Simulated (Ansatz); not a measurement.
**Ligand exchange: C5H12 + NaI → C4H9I + CH3Na**

Species: C5H12 `CC(C)(C)C`, singlet; NaI (Sodium Iodide), singlet; C4H9I (tert-butyl iodide) `CC(C)(C)I`, singlet; CH3Na `[CH3][Na]`, singlet. The partners trade CH3 for I: C–CH3 and Na–I bonds give way to C–I and Na–CH3.

Shapes, held fixed at every level: PBE0-D4/def2-TZVP. Programs: Ansatz 0.2.0. Electronic energies: no zero-point or thermal term.

| level | kind | ΔE (kJ/mol) | less CCSD(T)/def2-TZVPP |
| --- | --- | --- | --- |
| PBE-D4/def2-TZVPP | GGA | +277.1 | -24.0 |
| r2SCAN-D4/def2-TZVPP | meta-GGA | +308.7 | +7.6 |
| BHLYP-D4/def2-TZVPP | global hybrid | +320.5 | +19.4 |
| wB97M-V/def2-TZVPP | range-separated hybrid | +306.7 | +5.6 |
| wB97X-V/def2-TZVPP | range-separated hybrid | +317.4 | +16.3 |
| MP2/def2-SVP | perturbation theory | +340.1 | +39.0 |
| CCSD/def2-TZVPP | coupled cluster or CI | +312.1 | +11.0 |
| CCSD(T)/def2-TZVPP | coupled cluster or CI | +301.1 | 0.0 |

The highest level, CCSD(T)/def2-TZVPP, gives ΔE = +301.1 kJ/mol; the levels span +277.1 to +340.1. The column of differences is taken from that level and isn't an error. No measured value is set beside it here. For atoms past krypton def2 sets carry core potentials with scalar relativity. Outer-core shells of I, Na are correlated in most correlated rows, in sets that cover them unevenly.
